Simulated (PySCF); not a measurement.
Electric field gradients and quadrupole coupling constants

Compound: C6H10N2Si.
Structure used (PBE0-D3(BJ)/def2-SVP), in Å, numbered top down from 1:
```xyz
19
C6H10N2Si angstrom
C      1.5000   -1.9242    0.4866
C      1.3009   -0.6083    0.3953
C      0.6260    0.0830   -0.7538
C     -0.5231    0.9391   -0.3351
C     -0.7372    2.2897   -0.4685
N     -1.9438    2.6503    0.0671
C     -2.4587    1.5430    0.5227
N     -1.6491    0.4481    0.3149
Si    -2.0287   -1.2062    0.8556
H      1.1760   -2.6061   -0.3066
H      1.9975   -2.3676    1.3527
H      1.6320    0.0460    1.2110
H      1.3488    0.7449   -1.2589
H      0.3116   -0.6639   -1.5043
H     -0.0727    3.0168   -0.9357
H     -3.4284    1.4500    1.0146
H     -3.5023   -1.1943    1.0732
H     -1.3316   -1.5446    2.1250
H     -1.6630   -2.1671   -0.2189
```

Field gradients from the PBE0/pcSseg-1 density (PySCF, non-relativistic), principal values in atomic units, ordered |Vxx| ≤ |Vyy| ≤ |Vzz|:

| atom | Vxx | Vyy | Vzz |
| --- | --- | --- | --- |
| N6 | 0.4132 | 0.5414 | -0.9545 |
| N8 | 0.0886 | 0.3370 | -0.4256 |

Task: Find the asymmetry η = (Vxx − Vyy)/Vzz and the couplings χ = eQV/h (234.96 MHz × Q in barn × V in au), with Q(14N) = 0.02044 b.

Result: 
```tsv
atom	environment	nucleus	η	χzz (MHz)	χxx (MHz)	χyy (MHz)
N6	pyridine-type nitrogen	14N	0.13	-4.584	1.984	2.600
N8	pyrrole-type nitrogen	14N	0.58	-2.044	0.426	1.619
```

The tensor is traceless: Vxx + Vyy + Vzz = 0.

Task: What is Vzz at N6 in SI units (1 au = 9.71736 × 10²¹ V/m²)?

Result: -0.9545 au = -9.276 × 10²¹ V/m².

Were the hydrogens deuterons (Q(2H) = 0.00286 b), χzz would run from 94 kHz (H17) to 209 kHz (H15).

One conformer (not necessarily the lowest) at the PBE0-D3(BJ)/def2-SVP geometry, without solvent, vibrations or thermal averaging. These gradients aren't converged with respect to the basis.

The run behind these numbers computed NMR shieldings as well. Time: 47 s; peak memory 0.92 GiB. Hardware: one thread, Arm Neoverse V1 (aarch64), shared host.
